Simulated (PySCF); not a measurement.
C3H6BFO, SMILES C=CCB(O)F.

Geometry optimised at ωB97X-D3(BJ)/def2-SVP. Other conformers were not sampled.

Two levels are set side by side: TDDFT-PBE/def2-SVPD (PySCF) and TDDFT-PBE0/def2-SVPD (PySCF). Vertical, same geometry. The lowest singlet is HOMO→LUMO 42 %, HOMO→LUMO+1 36 %, HOMO→LUMO+2 18 % with PBE and HOMO→LUMO 80 %, HOMO→LUMO+2 13 % with the other functional; states are paired by order. Differences are taken from unrounded values.

```
quantity                               TDDFT-PBE
-------------------------------------  ---------
lowest singlet excitation (eV)              6.21
lowest triplet excitation (TDA) (eV)        4.39
first bright state (f over 0.05) (eV)       6.80
its oscillator strength                     0.11
```

Problem. These are the TDDFT-PBE values. What does TDDFT-PBE0 give? (Estimate from the structure and the level; the computed values follow.)

Solution. 
| quantity | TDDFT-PBE0 | TDDFT-PBE minus TDDFT-PBE0 |
|---|---|---|
| lowest singlet excitation (eV) | 6.82 | -0.62 |
| lowest triplet excitation (TDA) (eV) | 4.28 | 0.11 |
| first bright state (f over 0.05) (eV) | 6.82 | -0.02 |
| its oscillator strength | 0.15 | -0.04 |

Functionals without exact exchange tend to place singlet excitations lower, as here. Differences between two approximate levels are no errors against the true value.

Rough cost on one machine, each run with all the roots and properties that it gave: TDDFT-PBE0 against TDDFT-PBE about 4 times.
